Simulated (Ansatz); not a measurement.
Consider the hydrogenolysis of the Si–N bond: `N[SiH](Cl)Br` + H₂ → `Cl[SiH2]Br` + NH₃.

Gas-phase electronic energies from Ansatz, PBE0-D4/def2-TZVP geometries. CBS: MP2 limit from def2 TZ/QZ plus the TZ coupled-cluster correction, frozen cores. This one scheme is used for every species. Functionals use def2-TZVPP. HSE06 is defined as in plane-wave codes. For Br outer-core shells are correlated without core-valence functions, which leaves a few kJ/mol of doubt a bond. Scalar relativity is left out up to krypton. One conformer a species, not always the lowest.

| level | ΔE (kJ/mol) | difference from CCSD(T)/CBS |
| --- | --- | --- |
| revPBE-D4 | 49.8 | 3.2 |
| r2SCANh-D4 | 50.2 | 3.6 |
| HSE06-D4 | 44.2 | -2.4 |
| BHLYP-D4 | 46.5 | -0.1 |
| PBE | 39.4 | -7.2 |
| r2SCAN | 49.5 | 2.9 |
| PBE0 | 39.2 | -7.4 |
| RPA@PBE/def2-TZVPP | 39.0 | -7.6 |
| HF/def2-QZVPP | 31.9 | -14.7 |
| MP2/def2-QZVPP | 53.4 | 6.8 |
| CCSD(T)/CBS | 46.6 | 0 |

Question: What do rigid-rotor, harmonic-oscillator terms from PBE0-D4/def2-TZVP frequencies (298.15 K, 1 bar) make of the CCSD(T)/CBS value? (An estimate is asked.)

Answer: Ansatz gave: ΔZPE = +16.8 kJ/mol, ΔH = +59.9 kJ/mol, ΔS = 26 J/(mol·K), ΔG = +52.2 kJ/mol.

Largest T1 diagnostic among the species: 0.008.

In def2-TZVPP, CCSD(T) changes the Hartree–Fock value by +12.3 kJ/mol (the triples alone add +3.3 kJ/mol) and MP2 by +20.2 kJ/mol. The D4 term adds +9.8 kJ/mol with B3LYP and +5.2 kJ/mol with PBE0; it sums over pairs of atoms, weighted by their polarisabilities, and B3LYP, whose exchange is more repulsive, gets the larger term. Leaving LDA and LC-ωPBE aside and taking each functional with its dispersion term where it has one, the values, not all of them listed here, spread over 7.6 kJ/mol, from B2PLYP to r2SCAN-D4. LDA lies +11.5 kJ/mol from PBE without D4.

B3LYP here is the variant with VWN-RPA as its local correlation; programs differ in this.
